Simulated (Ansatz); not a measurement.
C$_{9}$H$_{21}$In, SMILES `C[CH](C)[In]([CH](C)C)[CH](C)C`, charge 0, multiplicity 1.

Give a relaxed structure at PBE0-D4/def2-TZVP (Ansatz). (An estimate is asked.)

Computed: 
Z-matrix (Å, degrees):
```
C
C 1 1.524
H 1 1.095 2 111.8
H 1 1.099 2 111.2 3 119.0
H 1 1.094 2 112.6 3 -121.0
In 2 2.198 1 110.7 3 61.7
C 2 1.523 1 111.0 3 -63.0
H 2 1.095 1 108.5 3 177.8
C 6 2.196 2 120.3 1 -61.2
C 6 2.196 2 118.1 1 115.7
H 7 1.094 2 112.6 1 -176.5
H 7 1.095 2 111.7 1 62.6
H 7 1.099 2 111.1 1 -56.5
C 9 1.521 6 113.7 2 -18.0
C 9 1.525 6 109.4 2 107.0
H 9 1.096 6 105.5 2 -137.1
C 10 1.523 6 110.3 2 -59.7
C 10 1.523 6 110.5 2 63.4
H 10 1.095 6 107.4 2 -178.1
H 14 1.099 9 111.2 6 179.8
H 14 1.095 9 111.7 6 60.6
H 14 1.093 9 112.4 6 -59.9
H 15 1.094 9 112.5 6 57.0
H 15 1.096 9 111.9 6 -64.0
H 15 1.099 9 111.1 6 177.2
H 17 1.095 10 111.7 6 59.5
H 17 1.094 10 112.6 6 -61.4
H 17 1.099 10 111.2 6 178.5
H 18 1.094 10 112.6 6 61.4
H 18 1.099 10 111.2 6 -178.5
H 18 1.095 10 111.7 6 -59.5
```
This is one stationary point; other conformers may exist.
